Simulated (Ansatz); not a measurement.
Isolated molecules relaxed with PBE0-D4/def2-TZVP in Ansatz; ΔE leaves out vibrations. CCSD(T)/CBS adds triple-zeta CCSD(T) − MP2 to the extrapolated MP2 energy (def2 sets, frozen cores). This one scheme is used for every species. Functionals use def2-TZVPP. HSE06 is defined as in plane-wave codes. For Ga outer-core shells are correlated without core-valence functions, which leaves a few kJ/mol of doubt a bond. Scalar relativity is left out up to krypton. One conformer a species, not always the lowest.

Consider the substitution at a C–O bond: `C[O][GaH][SH]` + `[NH2][Al]([NH2])[OH]` → `C[O][Al]([NH2])[NH2]` + `[OH][GaH][SH]`.

| level | ΔE (kcal/mol) |
| --- | --- |
| LDA (SPW92) | 0.9 |
| HSE06-D4 | 0.3 |
| revPBE | 0.0 |
| HF/def2-SVP | -1.4 |

Question: What does CCSD(T)/CBS give? (Best estimate.)

Answer: The calculation gave: +0.8 kcal/mol. The listed levels differ from it by 0.1, -0.5, -0.8, -2.2 kcal/mol.

Largest T1 diagnostic among the species: 0.014.

At CCSD(T), def2-SVP lies −1.2 kcal/mol from the extrapolated value and def2-TZVPP −0.1 kcal/mol. In def2-TZVPP, CCSD(T) changes the Hartree–Fock value by +1.6 kcal/mol (the triples alone add +0.3 kcal/mol) and MP2 by +1.7 kcal/mol.
